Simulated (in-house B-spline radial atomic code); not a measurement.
**Binding energies in Cs⁷⁺**

NIST's tabulated ground configuration is [Kr] 4d10 5s2; each binding energy is the energy of the ion with one electron taken from that subshell, relaxed, less that of the parent. Computed with a radial B-spline atomic code at the basis-set limit: Dirac-Hartree-Fock, average of configuration, Fermi nucleus of rms radius 4.8041 fm. Energies include first-order Breit, QED and recoil terms.

```tsv
subshell	X-ray name	binding energy (eV)	-ε (eV)	relaxation (eV)
1s	K	36086	36281.7	64.6
2p1/2	L2	5462.5	5512.9	36.7
2p3/2	L3	5114.6	5159.3	35.2
3s	M1	1321	1336.1	12.6
3p1/2	M2	1170.3	1185.7	13.2
3p3/2	M3	1102.2	1116.1	12.6
3d3/2	M4	840.7	855.6	14.3
3d5/2	M5	826.7	841.1	14.0
4s	N1	338.8	342.2	2.9
4p1/2	N2	282.4	285.5	2.8
4p3/2	N3	268.4	271.1	2.6
4d3/2	N4	175.3	177.5	2.2
4d5/2	N5	172.9	175.1	2.2
5s	O1	108.3	108.7	0.2
```

Relaxation = -ε minus the binding energy without Breit, QED and recoil terms.

Emission lines follow as differences of binding energies, with λ = 12398.42 eV·Å / E:

```csv
line,holes,energy (eV),wavelength (Å)
K-L3,1s → 2p3/2,30971.4,0.40032
K-L2,1s → 2p1/2,30623.5,0.40487
K-M3,1s → 3p3/2,34983.8,0.3544
L3-M5,2p3/2 → 3d5/2,4287.9,2.8915
L2-M4,2p1/2 → 3d3/2,4621.8,2.6826
L3-M1,2p3/2 → 3s,3793.6,3.2682
L2-N4,2p1/2 → 4d3/2,5287.2,2.345
```

Q: What screening constant σ does Moseley's law, E = (3/4)·13.6057 eV·(Z - σ)², need for K-L3?

A: σ = -0.09.

Moseley's non-relativistic formula needs a falling, then negative, screening constant for heavy elements, because relativity binds the 1s electron more strongly than the formula allows.

Q: What does it cost to remove both a 3d3/2 and a 4p3/2 electron?

A: 1141 eV, which is 31.99 eV more than the two single binding energies together.

Q: What does it cost to remove both a 3s and a 4d3/2 electron?

A: 1526.4 eV, which is 30.13 eV more than the two single binding energies together.

Q: What does it cost to remove both a 4s and a 4d5/2 electron?

A: 537.68 eV, which is 25.97 eV more than the two single binding energies together.
